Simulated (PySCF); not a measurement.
**`Oc1ccsc1C(F)(F)F`, C5H3F3OS**

Cartesian coordinates in Å; atom numbers follow the order of the lines, from 1:
```xyz
13

O    -0.092    1.928   -0.656
C     0.365    0.743   -0.226
C     1.761    0.536   -0.059
C     2.057   -0.710    0.381
S     0.668   -1.685    0.612
C    -0.358   -0.381    0.102
C    -1.823   -0.592    0.071
F    -2.203   -1.580   -0.759
F    -2.485    0.511   -0.345
F    -2.345   -0.902    1.272
H    -1.054    1.948   -0.730
H     2.479    1.306   -0.268
H     3.025   -1.121    0.587
```

The calculation used GIAO HF/pcSseg-1 magnetisability, rotational g tensor and spin-rotation constants, non-relativistic, gas phase in PySCF. Geometry: GFN2-xTB.

(1) Give the nuclear spin-rotation constants along the inertial axes (H = +C I·J) beside the isotropic shieldings.

## Answers

(1) Rotational constants 1.7696, 1.0549, 0.7463 GHz. A star marks the isotopologue with that one atom substituted, in its own axes.
| atom | isotope | Caa (kHz) | Cbb (kHz) | Ccc (kHz) | mean (kHz) | σ (ppm) |
| --- | --- | --- | --- | --- | --- | --- |
| F8 | 19F | 2.361 | 1.154 | 0.793 | 1.436 | 267.8 |
| F9 | 19F | 2.112 | 0.839 | 0.649 | 1.200 | 304.3 |
| F10 | 19F | 2.360 | 1.153 | 0.794 | 1.435 | 267.9 |
| H11 | 1H | 0.059 | -0.094 | -0.080 | -0.038 | 25.5 |
| H12 | 1H | 0.027 | -0.024 | -0.082 | -0.026 | 25.3 |
| H13 | 1H | 0.112 | -0.059 | -0.086 | -0.011 | 24.3 |
| O1 | 17O* | -0.315 | -0.140 | -0.043 | -0.166 | 245.1 |
| C2 | 13C* | 0.752 | 0.467 | 0.142 | 0.454 | 28.2 |
| C3 | 13C* | 0.772 | 0.323 | 0.100 | 0.399 | 68.8 |
| C4 | 13C* | 0.916 | 0.372 | 0.086 | 0.458 | 44.2 |
| S5 | 33S* | 0.462 | 0.418 | 0.199 | 0.360 | 387.5 |
| C6 | 13C* | 0.634 | 0.317 | 0.105 | 0.352 | 86.5 |
| C7 | 13C* | 0.471 | 0.293 | 0.205 | 0.323 | 76.9 |

For the geometry as given, no vibrational averaging.
